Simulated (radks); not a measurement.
Results of a calculation; reference values are marked as such.
Problem. Orbital eigenvalues (eV) of the sulfur ion S3+, [Ne] 3s2 3p1, of relativity; Dirac values are averaged over j with weights 2j + 1. Spin-unpolarised spherical Kohn-Sham, BLYP, point nucleus unless stated (finite: rms radius 3.2611 fm), a radial shooting solver on a logarithmic mesh with Libxc functionals. A level marked "c x" has the speed of light scaled by that factor and shares open shells by 2j + 1; other Dirac levels either fill j = l - 1/2 first or share by 2j + 1.

| shell | non-rel. |
|---|---|
| 1s | -2442.2 |
| 2s | -251.93 |
| 2p | -198.37 |
| 3s | -51.971 |
| 3p | -40.192 |
| 3d (empty) | -24.085 |
| 4s (empty) | -19.433 |

Give the values at the level "Dirac, c x 10".

Solution. 
shell       Dirac, c x 10  change of magnitude (%)
1s                -2442.3                    0.00
2s                -251.94                    +0.01
2p                -198.37                    0.00
3s                -51.973                    0.00
3p                -40.192                    0.00
3d (empty)        -24.085                    0.00
4s (empty)        -19.433                    0.00
